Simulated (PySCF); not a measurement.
# Computed spin Hamiltonian

C6H9O2 (doublet state).
Geometry (GFN2-xTB, Å), atoms numbered from 1 in this order:
```xyz
17
C6H9O2 angstrom
C     -2.494    0.389    0.061
O     -1.968   -0.871   -0.291
C     -0.623   -0.817   -0.729
C      0.321   -0.638    0.434
O     -0.053   -1.254    1.593
C      1.472    0.070    0.347
C      2.625    0.572    0.837
C      2.320    0.886   -0.581
H     -1.935    0.845    0.887
H     -2.475    1.072   -0.795
H     -3.524    0.218    0.367
H     -0.447   -1.785   -1.217
H     -0.472   -0.020   -1.469
H     -0.937   -1.626    1.443
H      3.311    0.692    1.634
H      2.871    0.390   -1.376
H      2.001    1.889   -0.855
```

The hyperfine couplings belong to this conformer and change with its torsions.

The species is `COC[C](O)C1=CC1` [radical].

Theory: UKS B3LYP, pcH-1 on C H O, non-relativistic, mean-field spin-orbit, GIAO (PySCF 2.14.0). One conformer (not necessarily the lowest) at the GFN2-xTB geometry, without solvent, vibrations or thermal averaging. A GFN2-xTB geometry isn't a minimum of the functional, and hyperfine couplings can be far from their values at a DFT geometry. Stability of the SCF solution: not tested. ⟨S²⟩ is 0.773 where a pure state has 0.75.

* g1, g2, g3: 2.00217, 2.00311, 2.00385
* g_iso: 2.00304
* Form of g: rhombic: the two nearest values differ by 44 % of g3 − g1
* ⟨S²⟩: 0.7726 (exact 0.7500)

Isotropic coupling and dipolar principal values T1 to T3, in G; ρ(0) is the spin density at the nucleus (MHz turned into gauss with g_iso; 10 G = 1 mT):

```json
{"atom": "C1", "isotope": "13C", "a_iso": "-0.1", "T1": "-0.2", "T2": "0.1", "T3": "0.2", "Mulliken spin population": "0.00", "ρ(0) (bohr⁻³)": "-0.0003"}
{"atom": "O2", "isotope": "17O", "a_iso": "-4.1", "T1": "-1.2", "T2": "0.5", "T3": "0.7", "Mulliken spin population": "0.01", "ρ(0) (bohr⁻³)": "0.0188"}
{"atom": "C3", "isotope": "13C", "a_iso": "-6.8", "T1": "-0.4", "T2": "-0.1", "T3": "0.5", "Mulliken spin population": "-0.03", "ρ(0) (bohr⁻³)": "-0.0169"}
{"atom": "C4", "isotope": "13C", "a_iso": "16.9", "T1": "-15.8", "T2": "-15.4", "T3": "31.3", "Mulliken spin population": "0.49", "ρ(0) (bohr⁻³)": "0.0422"}
{"atom": "O5", "isotope": "17O", "a_iso": "-4.6", "T1": "-14.8", "T2": "7.1", "T3": "7.7", "Mulliken spin population": "0.09", "ρ(0) (bohr⁻³)": "0.0212"}
{"atom": "C6", "isotope": "13C", "a_iso": "-17.8", "T1": "-9.3", "T2": "2.5", "T3": "6.8", "Mulliken spin population": "-0.21", "ρ(0) (bohr⁻³)": "-0.0444"}
{"atom": "C7", "isotope": "13C", "a_iso": "22.7", "T1": "-19.5", "T2": "-17.9", "T3": "37.4", "Mulliken spin population": "0.66", "ρ(0) (bohr⁻³)": "0.0566"}
{"atom": "C8", "isotope": "13C", "a_iso": "-5.0", "T1": "-0.8", "T2": "0.0", "T3": "0.9", "Mulliken spin population": "-0.04", "ρ(0) (bohr⁻³)": "-0.0125"}
{"atom": "H9", "isotope": "1H", "a_iso": "-0.1", "T1": "-0.9", "T2": "-0.7", "T3": "1.6", "Mulliken spin population": "0.00", "ρ(0) (bohr⁻³)": "0.0000"}
{"atom": "H10", "isotope": "1H", "a_iso": "-0.1", "T1": "-0.4", "T2": "-0.3", "T3": "0.7", "Mulliken spin population": "0.00", "ρ(0) (bohr⁻³)": "-0.0001"}
{"atom": "H11", "isotope": "1H", "a_iso": "-0.1", "T1": "-0.3", "T2": "-0.3", "T3": "0.6", "Mulliken spin population": "0.00", "ρ(0) (bohr⁻³)": "-0.0001"}
{"atom": "H12", "isotope": "1H", "a_iso": "22.0", "T1": "-1.2", "T2": "-0.5", "T3": "1.8", "Mulliken spin population": "0.03", "ρ(0) (bohr⁻³)": "0.0138"}
{"atom": "H13", "isotope": "1H", "a_iso": "4.5", "T1": "-1.1", "T2": "-0.8", "T3": "1.9", "Mulliken spin population": "0.00", "ρ(0) (bohr⁻³)": "0.0028"}
{"atom": "H14", "isotope": "1H", "a_iso": "-2.5", "T1": "-2.9", "T2": "-2.0", "T3": "5.0", "Mulliken spin population": "0.00", "ρ(0) (bohr⁻³)": "-0.0016"}
{"atom": "H15", "isotope": "1H", "a_iso": "-17.0", "T1": "-8.9", "T2": "0.0", "T3": "8.9", "Mulliken spin population": "-0.03", "ρ(0) (bohr⁻³)": "-0.0107"}
{"atom": "H16", "isotope": "1H", "a_iso": "12.8", "T1": "-1.0", "T2": "-0.6", "T3": "1.7", "Mulliken spin population": "0.02", "ρ(0) (bohr⁻³)": "0.0080"}
{"atom": "H17", "isotope": "1H", "a_iso": "13.0", "T1": "-1.1", "T2": "-0.6", "T3": "1.7", "Mulliken spin population": "0.02", "ρ(0) (bohr⁻³)": "0.0081"}
```

The Mulliken spin populations are largest on C7 (+0.66), C4 (+0.49), C6 (-0.21) and O5 (+0.09). The positive populations add up to 1.31 and the negative ones to -0.31, together 2S = 1. The angles at C7 add up to 360.0°, so it is planar; its axial dipolar tensor and the negative coupling of its proton fit spin in a p orbital normal to that plane.

The SMILES `COC[C](O)C1=CC1` draws the unpaired electron on C4, whose computed spin population is only +0.49.

Axes: g2 points within 9° of the C7–C8 bond and g3 points within 9° of the C4–C6 bond.

Under fast tumbling the dipolar parts average out, and these isotropic splittings remain: 1 × 1H (H15, I = 1/2, 2 lines) with 1.70 mT, 2 × 1H (H12/H13, I = 1/2, 3 lines) with 1.32 mT, 2 × 1H (H16/H17, I = 1/2, 3 lines) with 1.29 mT and 1 × 1H (H14, I = 1/2, 2 lines) with 0.25 mT.

Nuclei that the bonding pattern makes equivalent are averaged, as if the motion that swaps them (rotation, inversion, ring flip) were fast. The 1H value of +37.1 MHz is a mean of couplings from 12.6 to 61.6 MHz in this one geometry, not an average over conformers.

The 17O coupling of O5 (-12.8 MHz) shows only in satellite lines or after enrichment, since that isotope makes up about 0.038 % of natural oxygen.

The 13C coupling of C7 (63.7 MHz) shows only in satellite lines or after enrichment, since that isotope makes up about 1.07 % of natural carbon.

The spin density at the nucleus, in bohr⁻³, is negative for C6 (-0.0444), C3 (-0.0169) and C8 (-0.0125), for instance. A restricted open-shell determinant has no negative spin density anywhere; here it arises because α and β orbitals differ (spin polarisation).
